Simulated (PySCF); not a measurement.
## Spinor energies of V¹⁵⁺ (vanadium, charge +15)

Start: [He] 2s2 2p4; 2p1/2 filled at m_j = -1/2, +1/2; 2p3/2 filled at m_j = +1/2, +3/2. Calculated with PySCF 2.14 in an even-tempered Gaussian basis (18 s from 3 bohr⁻², ratio 2.4; 11 p from 3.9 bohr⁻², ratio 2.4; 5 d from 17 bohr⁻², ratio 2.6; 5 f from 26 bohr⁻², ratio 2.6): generalised Hartree-Fock with the X2C-1e Hamiltonian and a Gaussian nucleus; one run each with spin-orbit coupling (SO) switched off, then screened by Boettger's factors.

```csv
spinor shell,electrons,"ε, spin-free (eV)","ε, screened SO (eV)",weight of nominal j (screened SO),"rms radius, screened SO (bohr)"
1s1/2,2,-6120.2,-6119.7,1.000,0.0765
2s1/2,2,-1156.9,-1156.7,1.000,0.318
2p3/2,2,-1074.6,-1078.2,0.769,0.283
2p1/2,2,-1074.6,-1072.2,0.705,0.282
```

| quantity | spin-free | screened SO |
| --- | --- | --- |
| E (hartree) | -808.25984 | -808.39606 |
| M_J | 2 | 2 |
| ⟨J²⟩ | 6.000 | 6.001 |
| ⟨L²⟩ | 2.000 | 2.244 |
| ⟨S²⟩ | 2.000 | 1.879 |

Each row is a mean over spinors that exchange with the open shell spreads, by up to 32.352 eV (2s1/2).

Rows whose weight is well below 1 are mixtures of j = l ± 1/2: exchange outweighs spin-orbit coupling there, and the label is only the starting occupation.

Without spin-orbit coupling the j labels of p, d and f shells carry no meaning; the spin-free column gives the mean over the occupied spinors of each nl shell.
